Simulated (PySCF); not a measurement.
**Sn⁺ (tin, charge +1) across methods**

[Kr] 4d10 5s2 5p1, 2P determinant. Computed with PySCF 2.14 in aug-cc-pVDZ-PP with ECP28MDF (5s4p3d, 32 functions), with a scalar-relativistic core potential.

| method | E (hartree) | mean ε 5s α (eV) | mean ε 5s β (eV) | mean ε 5p α (eV) | Σ⟨r²⟩ (bohr²) | ⟨S²⟩ |
| --- | --- | --- | --- | --- | --- | --- |
| UHF | -213.08344 | -21.912 | -19.911 | -13.998 | 43.62 | 0.760 |
| PBE | -213.9768 | -18.139 | -17.478 | -10.613 | 42.84 | 0.752 |
| M06-2X | -213.9263 | -20.171 | -18.646 | -12.506 | 43.18 | 0.755 |
| LDA | -213.6308 | -18.470 | -17.898 | -10.669 | 42.76 | 0.751 |
| PBE0 | -213.9851 | -19.298 | -18.337 | -11.610 | 42.83 | 0.753 |
| BLYP | -213.9397 | -18.043 | -17.526 | -10.418 | 42.92 | 0.751 |
| TPSS | -213.8901 | -18.147 | -17.336 | -10.681 | 42.78 | 0.752 |
| PW91 | -214.0603 | -18.228 | -17.563 | -10.663 | 42.77 | 0.752 |

**Question.** Estimate the same row for r2SCAN.

**Answer.** E (hartree) = -214.0525; mean ε 5s α (eV) = -18.466; mean ε 5s β (eV) = -17.649; mean ε 5p α (eV) = -10.940; Σ⟨r²⟩ (bohr²) = 42.65; ⟨S²⟩ = 0.754.

Energies and moments cover only the electrons outside the core potential.
